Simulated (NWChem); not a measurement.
**What each level costs for ClLi**

SMILES: [Li][Cl]
```xyz
2

Li     0.0000     0.0000    -1.7006
Cl     0.0000     0.0000     0.3001
```
Charge 0, spin multiplicity 1.

Everything below was run with NWChem. Structure: optimised with B3LYP/def2-SVP, a minimum by its harmonic frequencies.

Basis set: cc-pVTZ (64 functions). Each entry is one whole single-point run; the coupled-cluster runs use the TCE module, and the SCF and DFT modules converge to different thresholds.

The correlated methods keep 5 core orbitals frozen. B3LYP has NWChem's definition, with VWN1-RPA local correlation. The structure started from a generated list of species.

### Question
Roughly how much processor time does each of these take, relative to RHF: MP2, B2PLYP, PBE, B3LYP, TPSS, CR-CCSD(T)?

### Answer
B3LYP about the same, within a factor of 3; TPSS about the same, within a factor of 3; PBE about the same, within a factor of 3; MP2 about the same, within a factor of 3; B2PLYP about the same, within a factor of 3; CR-CCSD(T) about 6 (rough ratios from shared machines).
